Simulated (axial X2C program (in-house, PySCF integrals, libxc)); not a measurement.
**Levels of InAu⁺ by electron attachment to InAu²⁺ (EOM-EA-CCSD)**

Calculated with an axial X2C code built on PySCF integrals: two-component X2C with atomic mean-field Coulomb and Gaunt terms, Gaussian nuclei, basis Au dyall-acv3z, In dyall-acv3z with contracted cores.

R = 2.653 Å (near the PBE0 minimum at charge 1 of the determinant lowest at the starting distance; the state shown can have its own minimum elsewhere).

Levels of InAu⁺ obtained by attaching an electron to InAu²⁺:

```
  Ω  binding energy (eV)  above lowest (cm⁻¹)                  attached spinor  one-particle weight
1/2               13.393                    0   41% Au sσ, 41% In pσ, 9% In sσ                 0.95
1/2               10.626                22320   73% In pπ, 17% Au pπ, 7% Au dπ                 0.95
3/2               10.372                24373   75% In pπ, 16% Au pπ, 8% Au dπ                 0.95
1/2                9.630                30351  34% In pσ, 33% Au pσ, 15% Au sσ                 0.77
```

(1) Take the first Ω = 1/2 and Ω = 3/2 rows of π character: how far apart are they, and which lies lower?

This point took 16 s on 1 thread of Arm Neoverse V2, with other jobs on the host.

Reference electrons by ω block (each with its −ω partner): 1/2: 36, 3/2: 19, 5/2: 7, 7/2: 1. 12 electrons of InAu²⁺ correlated (inner shells frozen), 92 natural virtual spinors (a truncated set); levels can be off by some tenths of an eV. Roots sought by Ω: (1/2: 5, 3/2: 4, 5/2: 2, 7/2: 1); rows need 60 % one-particle weight and stop where some Ω has no more roots. Missing are any skipped roots, higher Ω and states of a further excitation; these come out far too high here and may in truth be low or lowest. T1 of the reference 0.021 (Lee–Taylor). The reference was not checked to be the lowest state of its species. Number of frozen shells: Au 5 s, 4 p, 2 d, 1 f; In 4 s, 3 p, 2 d.

## Answers

(1) E(3/2) − E(1/2) = 24373 − 22320 = 2053 cm⁻¹ at EOM-EA-CCSD: regular, Ω = 1/2 lower. Splittings at this level can be off by ten to twenty per cent.
